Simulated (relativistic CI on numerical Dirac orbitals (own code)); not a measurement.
Hyperfine structure of In XV, mass number 113

Computed by Dirac-Coulomb-Breit CI, separate exchange-only KLI orbitals for each configuration, a model potential for QED, unscaled Slater integrals (own radial code, finite nucleus).

Configuration list (outside the closed core [Ar] 3d10): 4s2.4p5, 4s.4p6, 4s2.4p4.4d, 4s.4p5.4d, 4s2.4p4.4f, 4s.4p5.4f, 4p6.4d, 4s.4p4.4d2, 4s2.4p4.5s, 4s2.4p3.4d.4f, 4s2.4p4.5p, 4p5.4d2, 4p4.4d3, 4p4.4d2.4f, 4p4.4d2.5s. Double excitations out of closed p, d and f shells are left out; levels of such configurations are missing from the list, as are those of other unlisted configurations, and high levels can miss mixing partners. These lack a partner that the ground configuration has and come out too high: 4s2.4p4.5p.

Nuclear spin I = 9/2, μ = 5.5208 μN, Q = 0.761 b (tables of Stone and Pyykkö). The electronic factors are computed for point nuclear moments, without core polarisation or the Bohr-Weisskopf and QED corrections.

```csv
Level,E (eV),A (GHz),B (GHz)
4s2.4p5 2P°_3/2,0.0000,10.53,-12.2
4s2.4p5 2P°_1/2,8.5061,63.86,
4s.4p6 2S_1/2,46.9367,182.4,
4s2.4p4.4d 4D_5/2,61.2796,6.897,-1.65
4s2.4p4.4d 4D_3/2,61.2830,9.15,-3.12
4s2.4p4.4d 4D_7/2,62.0751,5.129,-0.749
4s2.4p4.4d 4F_9/2,64.5906,5.62,7.83
4s2.4p4.4d 4P_1/2,67.1668,18.1,
```

Levels with J = 0, under 50 % of one LS term, or S terms without an open s electron are left out. Small factors come from cancelling terms and can be off by tens of per cent or more.

At this charge energies of transitions that change n are usually good to better than 1 %, and those within a shell (Δn = 0) to a few per cent.

(1) Give the hyperfine levels of 4s2.4p5 2P°_1/2 relative to its centre of gravity.

Results:

(1) With K = F(F + 1) − I(I + 1) − J(J + 1), E = AK/2: F = 4: -175.6, F = 5: 143.7 GHz.

LS names give the leading component of a level, which can be under half, so a name can repeat, a term be missing and a line seem to break the LS rules.
